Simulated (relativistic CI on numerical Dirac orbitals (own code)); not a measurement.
# A ladder of approximations for the levels of Xe7+

Calculated with a relativistic CI code on KLI orbitals (one set per configuration, finite nucleus), adding one ingredient at a time: step 1, Dirac-Coulomb, each configuration alone; step 2, with Breit and QED terms; step 3, with configuration mixing; step 4, with scaled Slater integrals (0.9); step 5, with a P86 correlation estimate; step 6, tied to the ionisation limit. P86 is a density functional for the correlation energy, evaluated here for each configuration and added to its levels. Step 6 is semi-empirical: configurations made of the next ion and one excited electron move by 11198 cm⁻¹, so that their limit matches the tabulated ionisation energy, and those with a non-penetrating f or g electron also take the P86 value of the least penetrating other one.

Configurations in the expansion (outside the closed core [Kr] 4d10): 5s, 5p, 4f, 5d, 6s, 6p, 5f, 6d, 7s, 7p, 6f, 7d, 8s, 8p, 7f, 8d.

Computed minus measured energy above the ground level, in cm⁻¹, for 15 of the 27 excited levels that pair in every step (one J of a term; a digit in brackets numbers repeated terms):

| Configuration | Term | J | Measured | Step 1 | Step 2 | Step 3 | Step 4 | Step 5 | Step 6 |
| --- | --- | --- | --- | --- | --- | --- | --- | --- | --- |
| 5p | 2P° | 1/2 | 116467 | -1576 | -1762 | -1762 | -1762 | -465 | 10731 |
| 4f | 2F° | 5/2 | 265161 | -939 | -2068 | -2047 | -2047 | -5490 | 5706 |
| 5d | 2D | 3/2 | 309888 | -5573 | -6259 | -6200 | -6200 | -3842 | 7354 |
| 6s | 2S | 1/2 | 395497 | -8675 | -9173 | -9039 | -9039 | -7627 | 3568 |
| 6p | 2P° | 1/2 | 443378 | -9013 | -9565 | -9435 | -9435 | -7450 | 3746 |
| 5f | 2F° | 5/2 | 497579 | -7751 | -8629 | -8519 | -8519 | -7316 | 3880 |
| 6d | 2D | 3/2 | 527425 | -10071 | -10806 | -10713 | -10713 | -7928 | 3268 |
| 7s | 2S | 1/2 | 565296 | -11438 | -12081 | -11969 | -11969 | -8926 | 2269 |
| 7p | 2P° | 1/2 | 589827 | -11406 | -12073 | -11959 | -11959 | -9126 | 2070 |
| 6f | 2F° | 5/2 | 616368 | -10663 | -11493 | -11379 | -11379 | -5210 | 3503 |
| 7d | 2D | 3/2 | 634595 | -11797 | -12553 | -12454 | -12454 | -9253 | 1944 |
| 8s | 2S | 1/2 | 655008 | -12374 | -13074 | -12973 | -12973 | -9287 | 1909 |
| 8p | 2P° | 1/2 | 669948 | -12972 | -13686 | -13583 | -13583 | -10002 | 1194 |
| 7f | 2F° | 5/2 | 684635 | -12028 | -12839 | -12737 | -12737 | -6665 | 2145 |
| 8d | 2D | 3/2 | 696304 | -12733 | -13498 | -13400 | -13400 | -9857 | 1339 |

Mean absolute errors in cm⁻¹, over all paired levels and for the first 12 configurations:

```csv
"Configuration, levels",Step 1,Step 2,Step 3,Step 4,Step 5,Step 6
"all, 27",9132,9870,9780,9780,7139,3696
"5p, 2",1805,2107,2089,2089,792,10404
"4f, 2",992,2174,2150,2150,5593,5604
"5d, 2",5605,6328,6266,6266,3908,7288
"6s, 1",8675,9173,9039,9039,7627,3568
"6p, 2",9045,9635,9515,9515,7531,3665
"5f, 2",7759,8652,8544,8544,7342,3855
"6d, 2",10101,10853,10761,10761,7976,3220
"7s, 1",11438,12081,11969,11969,8926,2269
"7p, 2",11481,12167,12059,12059,9225,1971
"6f, 2",10717,11554,11440,11440,5271,3441
"7d, 2",11815,12580,12482,12482,9281,1915
"8s, 1",12374,13074,12973,12973,9287,1909
```

Measured levels: Saloman, J. Phys. Chem. Ref. Data 33, 765 (2004).

The mean absolute error is lowest at step 6 (3696 cm⁻¹), and the largest single drop is from step 5 to 6 (7139 to 3696). Mixing lowers the ground level by 87; relative to it the configurations that move most are 6s by +134, 6p by +120, 6f by +113. The P86 estimate moves 6f by +6169, 7f by +6072, 8s by +3686, and takes the mean absolute error of the excited configurations from 9780 to 7139. Step 6 takes that error from 7139 to 3696; the error more than halves for 6s, 6p, 6d, 7s, 7p, 7d, 8s, 8p; 7f gains from the shift and the changed P86 value together; it grows for 5p, 5d. The shift fits the limit, so it does little for low levels whose errors differ from those near the limit.
